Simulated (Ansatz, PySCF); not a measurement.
Process, species as SMILES: CN(C)BN(C)C + B (BH3) + 4 N (NH3) -> 2 BN (BNH4) + 4 CN (CH5N) [methanamine]
Geometries: B3LYP-D3(BJ)/def2-TZVP minima from Ansatz (a first-principles code), one conformer each, not searched for the lowest. Frequencies are from Ansatz or PySCF.

Wanted: bond separation energy (enthalpy at 298 K, with B3LYP-D3(BJ) rigid-rotor harmonic-oscillator terms), in eV. Correlated levels leave the core frozen unless marked. No spin-orbit coupling. Non-relativistic. Basis-set limits of correlation are two-point, X^-3; Hartree-Fock from the larger set. The bracket is a focal-point correction in the basis named.

RI-MP2/CBS(aug-cc-pVTZ,aug-cc-pVQZ)+[CCSD(T)-MP2]/aug-cc-pVTZ (Ansatz) gives -0.10 eV.

Q: Another calculation gave -0.24 eV. Which level was it?
(A) r2SCAN0/def2-TZVPD (Ansatz)
(B) SVWN5/def2-TZVPD (Ansatz)
(C) BLYP/def2-TZVPD (Ansatz)
(D) PBE/def2-TZVPD (Ansatz)

A: A, r2SCAN0/def2-TZVPD (Ansatz). The others give -0.50 (BLYP), -0.37 (PBE), -0.13 (SVWN5) eV.
